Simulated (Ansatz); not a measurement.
Z-matrix (Å, degrees):
```
Si
Ge 1 2.366
Cl 1 2.053 2 107.2
H 1 1.482 2 111.7 3 118.8
H 1 1.483 2 110.7 3 -118.6
O 2 1.847 1 108.6 3 -56.7
C 2 1.912 1 119.5 3 -9.6
H 2 1.533 1 121.6 3 173.7
H 7 1.091 2 118.2 1 166.3
H 7 1.090 2 118.8 1 20.3
```

The species carries charge 0 and has multiplicity 1.

(1) List the PBE/def2-TZVPP orbital energies in eV (the Gaussian-basis code of Ansatz). (Best estimate.)

Answers

(1) The calculation gave: Occupied: -10804.86, -2739.22, -1780.98, -1338.21, -1191.65, -1191.61, -1191.61, -510.20, -270.43, -249.80, -190.50, -190.33, -190.32, -162.82, -138.63, -114.32, -114.22, -114.21, -95.42, -95.35, -95.32, -30.27, -30.11, -30.07, -30.01, -29.99, -25.02, -20.81, -15.71, -14.24, -12.77, -11.33, -10.47, -9.93, -9.63, -9.26, -8.84, -7.85, -7.47, -6.17, -6.06. Lowest empty: -1.97, -1.60, -0.90, 0.21, 0.66, 1.02, 1.11, 1.61.
